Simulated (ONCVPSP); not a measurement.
## Co: excitation energies, all-electron against ONCV

- Element: cobalt
- Generator: ONCVPSP 4.0.1
- Type: optimised norm-conserving Vanderbilt (ONCV)
- Functional: LDA (Perdew-Wang 92)
- Relativity: scalar-relativistic
- Frozen core: [Ne]
- Valence charge: 17
- Reference configuration: 3s2 3p6 3d6 (charge +3)
- Partial waves: 3s: rc 0.90 bohr, ncon 5, nbas 9, qcut 13.5 1/bohr, 2 projectors, debl 1.8 Ha; 3p: rc 1.15 bohr, ncon 4, nbas 7, qcut 11.1 1/bohr, 3 projectors, debl 2.2 Ha; 3d: rc 0.90 bohr, ncon 4, nbas 9, qcut 18.3 1/bohr, local; f scattering state at 0.35 Ha: rc 1.30 bohr, ncon 4, nbas 8, qcut 8.9 1/bohr, 2 projectors, debl 2.2 Ha
- Local potential: the d channel
- Core correction: polynomial model core, fcfact 0.4

In the s channel the program set the typed energies aside and used -5.155, 0.250 Ha. In the p channel the program set the typed energies aside and used -3.811, 0.250, 2.450 Ha.

Energies are relative to the spin-unpolarised reference configuration 3s2 3p6 3d6; without spin polarisation the order of configurations can differ from experiment.

```
valence configuration  charge  ΔE all-electron (eV)  error AE − PS (meV)
      3s2 3p6 3d7 4s1      +1               -53.272                 -0.5
      3s1 3p6 3d7 4s2      +1                47.435                 -2.2
```

Question: What are ΔE and the potential's error for 3s2 3p6 3d7?

Answer: ΔE = -36.193 eV all-electron; the error (AE − PS) is +0.2 meV.

Question: What are ΔE and the potential's error for 3s2 3p6 3d7 4s2?

Answer: ΔE = -62.560 eV all-electron; the error (AE − PS) is -0.5 meV.

Levels in the configuration 3s2 3p6 3d7 4s1:

| level | all-electron (eV) | pseudo (eV) |
| --- | --- | --- |
| 3s | -110.774 | -110.761 |
| 3p | -74.426 | -74.400 |
| 3d | -17.288 | -17.283 |
| 4s | -13.073 | -13.072 |
